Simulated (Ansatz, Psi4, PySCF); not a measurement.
C2H6Cd, charge +1, doublet, geometry from GFN2-xTB (such geometries of metal compounds can be far from the true shape) (a state made from the parent by changing its charge; the spin is typed, not shown lowest) (core potentials on Cd). Base run: B3LYP5/def2-SVP in PySCF.

PySCF was given this input:
```python
from pyscf import gto, scf, dft

mol = gto.Mole()
mol.atom = '''
    Cd   -0.000373    0.003440    0.000232
    C     1.731822    0.272763   -1.393984
    H     2.382563   -0.580095   -1.208486
    H     2.178864    1.225476   -1.115331
    H     1.297607    0.275399   -2.392319
    C    -1.729961   -0.289934    1.392828
    H    -2.186480   -1.229659    1.086646
    H    -2.373819    0.573870    1.236471
    H    -1.292009   -0.327068    2.388840
'''
mol.basis = 'def2-svp'
mol.ecp = {'Cd': 'def2-svp'}
mol.charge = 1
mol.spin = 1
mol.verbose = 4
mol.build()

mf = dft.UKS(mol)
mf.xc = 'b3lyp5'
mf.kernel()
```

The same geometry, method and basis name were run in Ansatz (a quantum-chemistry and plane-wave program) and Psi4 and PySCF, at each program's defaults and at the settings that a row names. The base is PySCF at its defaults. Differences at the defaults can come from grids, fitting, cores and function types together.

```json
[
 {"code and settings": "PySCF, defaults (exact integrals, its default grid, spherical functions)", "ΔE vs base (µEh)": "0.0", "basis functions": "89", "E (Eh)": "-247.08240", "SCF cycles": "12"},
 {"code and settings": "Psi4, defaults (density fitting with its default set, its default grid, spherical functions)", "ΔE vs base (µEh)": "-112", "basis functions": "89", "E (Eh)": "-247.08251", "SCF cycles": "10"},
 {"code and settings": "Ansatz, defaults (factorised integrals, its default grid, spherical functions)", "ΔE vs base (µEh)": "-1.9", "basis functions": "89", "E (Eh)": "-247.08240", "SCF cycles": "-"},
 {"code and settings": "PySCF, density fitting with def2-universal-jkfit", "ΔE vs base (µEh)": "-112", "basis functions": "89", "E (Eh)": "-247.08251", "SCF cycles": "12"},
 {"code and settings": "PySCF, fine grid", "ΔE vs base (µEh)": "-1.6", "basis functions": "89", "E (Eh)": "-247.08240", "SCF cycles": "12"},
 {"code and settings": "Psi4, exact integrals, spherical functions, fine grid", "ΔE vs base (µEh)": "-2.2", "basis functions": "89", "E (Eh)": "-247.08240", "SCF cycles": "13"},
 {"code and settings": "Ansatz, high accuracy", "ΔE vs base (µEh)": "-1.9", "basis functions": "89", "E (Eh)": "-247.08240", "SCF cycles": "-"}
]
```

Open shells are given as the SCF converged; they aren't shown to be the lowest states, and a large step between rows can be another state.
